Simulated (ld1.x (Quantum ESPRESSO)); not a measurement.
Pseudopotential generation for thulium: PAW, LDA (PZ), scalar-relativistic.

Tm, PAW, made with ld1.x (Quantum ESPRESSO) 7.5 (LDA (PZ), scalar-relativistic). Core [Kr] 4d10, reference 4f13 5s2 5p6 5d0 6s1 6p0 (charge +1). Waves: 5s (bound): rcut 1.65, rcutus 1.95 bohr; 6s (bound): rcut 1.65, rcutus 1.95 bohr; 5p (bound): rcut 1.90, rcutus 2.15 bohr; 6p (bound, empty): rcut 1.90, rcutus 2.15 bohr; 5d (bound, empty): rcut 1.75, rcutus 2.40 bohr; 5d channel at 4.3 Ry: rcut 1.75, rcutus 2.40 bohr; 4f (bound): rcut 0.95, rcutus 1.10 bohr; 4f channel at 0.05 Ry: rcut 0.95, rcutus 1.10 bohr. Local part: all-electron potential smoothed inside 1.20 bohr (lloc = -2). Core correction: Bessel-smoothed model core, default radius (core density twice the valence density). Augmentation charge: BESSEL, radius 0.95 bohr.

All-electron outer shells of the reference configuration (LDA (PZ), scalar-relativistic, ld1.x):

| shell | level (eV) | outermost node (bohr) | outermost maximum (bohr) |
| --- | --- | --- | --- |
| 4p | -332.39 | 0.26 | 0.49 |
| 4d | -178.18 | 0.24 | 0.50 |
| 5s | -60.36 | 0.59 | 1.10 |
| 5p | -33.85 | 0.64 | 1.26 |
| 4f | -10.06 | – | 0.49 |
| 6s | -9.45 | 1.48 | 3.09 |
| 5d | -6.85 | 0.72 | 2.00 |
| 6p | -5.65 | 1.81 | 4.02 |

Calculated quality:

```
Cutoffs needed                            : 180 Ry and 260 Ry (the cutoffs (Ry, on a coarse ladder) from which the occupation-weighted sum of valence levels, in a spherical-Bessel basis at the reference potential, stays within 10 and 1 mRy of its value at 400 Ry)
Ghost test                                : no extra level below or beside the all-electron valence levels (s, p, d, f tested) (spherical-Bessel basis up to 400 Ry, 20 bohr box)
Configuration tests                       : test run stopped at test 3 of 9 (negative rho)
Lowest eigenvalue of the overlap operator : 0.01 (p channel)
```

Generation and tests took about 3.9 s on one core of a shared server CPU.
